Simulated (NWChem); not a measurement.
## Lowest excitation of H$_{4}$Al$_{2}$F$_{2}$

SMILES: [F][AlH2].[F][AlH2]
```xyz
8

Al     0.0000     0.0000    -1.4249
Al     0.0000     0.0000     1.4249
F     -1.1815     0.0000     0.0000
H      0.0000     1.4146    -2.1119
H      0.0000    -1.4146    -2.1119
F      1.1815     0.0000     0.0000
H      0.0000     1.4146     2.1119
H      0.0000    -1.4146     2.1119
```
Charge 0, spin multiplicity 1.

Program: NWChem. All single points use one geometry, from B3LYP/def2-SVP, a minimum by its harmonic frequencies.

Basis set: 6-31+G*.

The correlated methods keep 12 core orbitals frozen. B3LYP has NWChem's definition, with VWN1-RPA local correlation. The Pople sets run with spherical d functions. The structure started from a generated list of species. No row is a measurement; the coupled-cluster row has its own basis-set and correlation limits.

Task: For the lowest vertical singlet excitation energy, CIS gives 7.94 eV and TD-PBE gives 5.80 eV. What do TD-B3LYP, TD-BHandHLYP, EOM-CCSD give?

Result: TD-B3LYP: 6.45 eV; TD-BHandHLYP: 7.10 eV; EOM-CCSD: 6.98 eV.
